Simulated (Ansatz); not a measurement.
## A relaxation, step by step

CH$_{7}$NSn, singlet, PBE0-D4/def2-TZVP (Ansatz 0.2.0). Settings:

```yaml
hamiltonian: {xc: pbe0, dispersion: d4}
relax: {f_tol: 0.005, max_steps: 200}
```

Start, a step off a saddle point along its unstable mode:

```
atom    x (Å)    y (Å)    z (Å)
 Sn1  -1.1991  -0.0364   0.5819
  C2   1.2721  -0.0687  -0.1670
  N3  -1.3377  -0.1629  -1.3341
  H4   0.4017   0.0099  -0.6848
  H5  -1.1638   1.3336   1.6722
  H6  -0.9884  -1.4383   1.6243
  H7   1.8914   0.6698  -0.6694
  H8   1.7313  -1.0701  -0.2237
  H9   1.3271   0.2294   0.9402
 H10  -1.9346   0.5337  -1.7396
```

| step | energy less the last (meV) | largest force component (eV/Å) |
| --- | --- | --- |
| 1 | 1209.7 | 4.591 |
| 4 | 87.5 | 0.446 |
| 7 | 17.3 | 0.142 |
| 10 | 8.9 | 0.046 |
| 13 | 7.0 | 0.079 |
| 16 (rejected trial) | 9.5 | 0.133 |
| 19 | 3.7 | 0.049 |
| 22 | 3.0 | 0.015 |
| 25 (rejected trial) | 3.0 | 0.115 |
| 28 | 0.7 | 0.044 |
| 31 (rejected trial) | 0.5 | 0.038 |
| 34 | 0.2 | 0.021 |
| 37 | 0.1 | 0.020 |
| 40 | 0.1 | 0.011 |
| 43 | 0.0 | 0.009 |
| 46 | 0.0 | 0.004 |

Step 13, positions (Å) and forces (eV/Å):

```csv
atom,x,y,z,Fx,Fy,Fz
Sn1,-1.719,-0.058,0.610,0.013,0.005,0.001
C2,1.879,-0.056,-0.189,0.050,-0.018,0.036
N3,-2.327,-0.233,-1.178,-0.012,0.024,0.003
H4,1.086,-0.059,-0.939,0.006,-0.002,0.001
H5,-1.538,1.333,1.600,0.000,-0.011,-0.008
H6,-1.253,-1.468,1.439,-0.002,0.000,-0.003
H7,2.730,0.510,-0.571,-0.058,-0.040,0.032
H8,2.185,-1.083,0.021,-0.027,0.079,-0.018
H9,1.529,0.414,0.734,0.023,-0.015,-0.048
H10,-2.571,0.698,-1.528,0.007,-0.022,0.003
```

Step 37, positions (Å) and forces (eV/Å):

| atom | x | y | z | Fx | Fy | Fz |
| --- | --- | --- | --- | --- | --- | --- |
| Sn1 | -1.642 | -0.171 | 0.578 | -0.008 | -0.001 | -0.002 |
| C2 | 1.830 | 0.031 | -0.177 | -0.016 | -0.002 | 0.004 |
| N3 | -2.396 | -0.223 | -1.162 | 0.001 | 0.020 | -0.003 |
| H4 | 1.206 | 0.021 | -1.072 | 0.009 | 0.003 | 0.014 |
| H5 | -1.324 | 1.150 | 1.624 | 0.001 | 0.000 | -0.002 |
| H6 | -1.204 | -1.648 | 1.300 | 0.001 | 0.001 | -0.002 |
| H7 | 2.875 | 0.137 | -0.470 | 0.004 | -0.002 | -0.003 |
| H8 | 1.708 | -0.906 | 0.368 | 0.003 | 0.015 | -0.005 |
| H9 | 1.557 | 0.873 | 0.461 | 0.000 | -0.015 | -0.011 |
| H10 | -2.610 | 0.735 | -1.451 | 0.005 | -0.020 | 0.009 |

Step 43, positions (Å) and forces (eV/Å):

| atom | x | y | z | Fx | Fy | Fz |
| --- | --- | --- | --- | --- | --- | --- |
| Sn1 | -1.645 | -0.187 | 0.574 | -0.001 | -0.001 | -0.004 |
| C2 | 1.829 | 0.035 | -0.175 | 0.001 | -0.002 | 0.001 |
| N3 | -2.388 | -0.193 | -1.171 | 0.005 | -0.005 | 0.009 |
| H4 | 1.206 | -0.010 | -1.069 | 0.000 | 0.000 | 0.002 |
| H5 | -1.327 | 1.108 | 1.652 | -0.001 | -0.001 | -0.001 |
| H6 | -1.212 | -1.681 | 1.261 | -0.001 | 0.000 | -0.001 |
| H7 | 2.873 | 0.136 | -0.471 | -0.003 | -0.001 | 0.002 |
| H8 | 1.712 | -0.881 | 0.405 | 0.000 | 0.005 | -0.003 |
| H9 | 1.550 | 0.898 | 0.431 | 0.001 | -0.003 | -0.002 |
| H10 | -2.599 | 0.773 | -1.436 | -0.003 | 0.006 | -0.003 |

Last step (46):

```csv
atom,x (Å),y (Å),z (Å)
Sn1,-1.6450,-0.1904,0.5728
C2,1.8291,0.0366,-0.1750
N3,-2.3855,-0.1845,-1.1733
H4,1.2073,-0.0150,-1.0694
H5,-1.3305,1.0969,1.6611
H6,-1.2119,-1.6898,1.2491
H7,2.8737,0.1326,-0.4705
H8,1.7097,-0.8744,0.4127
H9,1.5507,0.9050,0.4238
H10,-2.5976,0.7829,-1.4313
```

The run took about 84 s on 4 CPU threads of an Arm Neoverse V1 (shared host).
